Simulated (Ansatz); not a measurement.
Computed with Ansatz on PBE0-D4/def2-TZVP structures; ΔE is electronic, products minus reactants. CCSD(T)/CBS adds triple-zeta CCSD(T) − MP2 to the extrapolated MP2 energy (def2 sets, frozen cores). This one scheme is used for every species. DFT in def2-TZVPP. One conformer a species, not always the lowest.

Reaction (ligand exchange at the Al–N bond): `OB[NH][AlH2]` + `[OH][AlH2]` → `[AlH2][O][AlH2]` + `NBO`

CCSD(T)/CBS gives -0.79 eV.

**Question.** Another level gave -0.81 eV. Which?
A. HF/def2-TZVPP
B. revPBE-D4/def2-TZVPP
C. BHLYP/def2-TZVPP
D. MP2/def2-TZVPP

**Answer.** D. MP2/def2-TZVPP -0.81, HF/def2-TZVPP -0.94, revPBE-D4 -0.71, BHLYP -0.89 eV.

Largest T1 diagnostic among the species: 0.013.

At CCSD(T), def2-SVP lies −0.09 eV from the extrapolated value and def2-TZVPP −0.01 eV. From BLYP to BHLYP (50 % exact exchange), in def2-TZVPP and without D4, ΔE moves by −0.05 eV. In def2-TZVPP, CCSD(T) changes the Hartree–Fock value by +0.14 eV (the triples alone add +0.03 eV) and MP2 by +0.13 eV.
